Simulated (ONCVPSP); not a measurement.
Potentials for cerium (Ce) compared

Generated with ld1.x 7.5 (TM, RRKJ, ultrasoft, PAW), atompaw 4.2 or ONCVPSP 4.0.1. The cutoff is in Ry: for ld1.x and atompaw files where the sum of valence levels is converged to 10 mRy in a Bessel basis, for ONCV files where the hardest occupied wave has 1 mHa per electron of residual kinetic energy. The error is the largest all-electron minus pseudo excitation energy over each file’s own four to seven test configurations (ionisations up to +4, promotions, holes and added fractions of an electron), all of which were solved. The labels leave out finer settings (local radius, basis sizes, second energies), which also bear on the numbers. Spin-polarised tests are not counted. The rows are a selection from randomly drawn settings: files with unsolved tests, undetermined cutoffs or missed reference levels are left out.

A true bound ghost makes a file unfit for plane-wave use even where its test errors are small: the radial tests pick states by their node count and pass the ghost by.

| potential | cutoff (Ry) | largest error (meV) | bound ghosts |
| --- | --- | --- | --- |
| ONCV, PW91, scalar-relativistic, rc 2.65/2.25/1.25/0.95 (spdf), local smoothed, core correction yes, reference 4d10 4f1 5s2 5p6 5d1 6s2, qcut 3.9/7.3/10.4/20.5, projectors 2/2/3/1 | 289 | +17 | s, p |
| ONCV, PBE, scalar-relativistic, rc 2.55/2.85/3.50 (spd), local smoothed, core correction yes, reference 5s2 5p6 5d1 6s2, qcut 4.5/4.9/3.8, projectors 2/2/1 | 14 | +15 | none |
| ONCV, PW91, fully relativistic, rc 2.40/1.85/3.55/1.35 (spdf), local smoothed, core correction no, reference 4f0.5 5s2 5p6 5d1.5 6s2, qcut 6.2/3.6/4.1/12, projectors 2/2/3/2 | 123 | +81 | s, d3/2 |
| ONCV, LDA (Perdew-Zunger), scalar-relativistic, rc 2.20/2.80/3.90/1.75 (spdf), local smoothed, core correction yes, reference 4f1 5s2 5p6 5d1 6s2, qcut 6/5.2/4.5/8.9, projectors 2/3/2/3 | 70 | +593 | s |
| ONCV, PBE, scalar-relativistic, rc 2.90/2.35/3.75/1.70 (spdf), local smoothed, core correction yes, reference 4f1 5s2 5p6 5d1 6s2, qcut 4.1/4.6/3.5/9.2, projectors 2/1/1/2 | 76 | -40 | none |
| ONCV, BLYP, scalar-relativistic, rc 2.40/2.40/3.30 (spd), local smoothed, core correction yes, reference 5s2 5p6 5d1 6s2, qcut 6.5/5.7/5.8, projectors 3/3/2 | 24 | -25 | none |
| ONCV, PBEsol, scalar-relativistic, rc 2.35/1.85/2.85/0.90 (spdf), local smoothed, core correction yes, reference 4f1 5s2 5p6 5d1 6s1, qcut 5.9/3.9/5.1/11.2, projectors 2/2/1/2 | 683 | -17 | s, p, d |

Question: Fill in the row for Ce: ONCV, PBE, scalar-relativistic, rc 2.70/2.35/3.45/1.80 (spdf), local f, core correction no, reference 4f1 5s2 5p6 5d1.5 6s1.5, qcut 5/5.3/5/9, projectors 2/2/2/0.

Answer: cutoff 72 Ry, largest error -32 meV, bound ghosts: s, p.

Question: Fill in the row for Ce: ONCV, PW91, scalar-relativistic, rc 2.55/2.65/3.60/1.50 (spdf), local smoothed, core correction yes, reference 4f1 5s2 5p6 5d1 6s1.5, qcut 4.6/5.5/5/9.5, projectors 2/2/2/2.

Answer: cutoff 97 Ry, largest error -5.3 meV, bound ghosts: none.
